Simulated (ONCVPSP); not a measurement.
**Potentials for P compared**

Generated with ld1.x 7.5 (TM, RRKJ, ultrasoft, PAW), atompaw 4.2 or ONCVPSP 4.0.1. The cutoff is in Ry: for ld1.x and atompaw files where the sum of valence levels is converged to 10 mRy in a Bessel basis, for ONCV files where the hardest occupied wave has 1 mHa per electron of residual kinetic energy. The error is the largest all-electron minus pseudo excitation energy over each file’s own four to seven test configurations (ionisations up to +4, promotions, holes and added fractions of an electron), all of which were solved. The labels leave out finer settings (local radius, basis sizes, second energies), which also bear on the numbers. Spin-polarised tests are not counted. The rows are a selection from randomly drawn settings: files with unsolved tests, undetermined cutoffs or missed reference levels are left out.

| potential | cutoff (Ry) | largest error (meV) | bound ghosts |
| --- | --- | --- | --- |
| ONCV, LDA (Perdew-Wang 92), scalar-relativistic, rc 0.70/0.75/0.80 (spd), local smoothed, core correction yes, reference 2s2 2p6 3s2 3p3, qcut 13.1/17.5/12.6, projectors 2/2/2 | 249 | +9.0 | none |
| ONCV, PBE, scalar-relativistic, rc 1.60/1.45/1.70 (spd), local smoothed, core correction yes, reference 3s2 3p1, qcut 3.6/4.6/5.9, projectors 2/1/2 | 67 | +26 | none |
| ONCV, PBE, scalar-relativistic, rc 0.95/0.95 (sp), local smoothed, core correction no, reference 2s2 2p6 3s2 3p3, qcut 12.9/15.9, projectors 2/2 | 194 | +11 | none |
| ONCV, PBEsol, scalar-relativistic, rc 1.45/1.60/1.45 (spd), local s, core correction yes, reference 3s2 3p3, qcut 5.6/4.7/6.7, projectors 0/2/2 | 22 | +43 | none |
| ONCV, PBE, non-relativistic, rc 0.85/0.80 (sp), local smoothed, core correction no, reference 2s2 2p6 3s2 3p1.5, qcut 14/19.9, projectors 3/2 | 280 | +307 | none |
| ONCV, PBE, non-relativistic, rc 1.55/1.65/1.45 (spd), local smoothed, core correction yes, reference 3s2 3p2, qcut 3.7/4.2/6.8, projectors 3/3/2 | 60 | +42 | none |

Problem. Fill in the row for P: ONCV, PBEsol, scalar-relativistic, rc 0.80/0.70/0.65 (spd), local smoothed, core correction yes, reference 2s2 2p6 3s2 3p2.5, qcut 18.9/21/17, projectors 2/3/2.

Solution. cutoff 333 Ry, largest error +169 meV, bound ghosts: none.

Problem. Fill in the row for P: ONCV, PBE, scalar-relativistic, rc 1.65/1.90/1.50 (spd), local smoothed, core correction yes, reference 3s2 3p2, qcut 3.8/5.1/6.6, projectors 2/3/1.

Solution. cutoff 29 Ry, largest error +38 meV, bound ghosts: none.

Problem. Fill in the row for P: ONCV, PBE, scalar-relativistic, rc 1.35/1.55 (sp), local smoothed, core correction yes, reference 3s2 3p2.5, qcut 3.7/5.3, projectors 2/2.

Solution. cutoff 37 Ry, largest error +8.8 meV, bound ghosts: none.
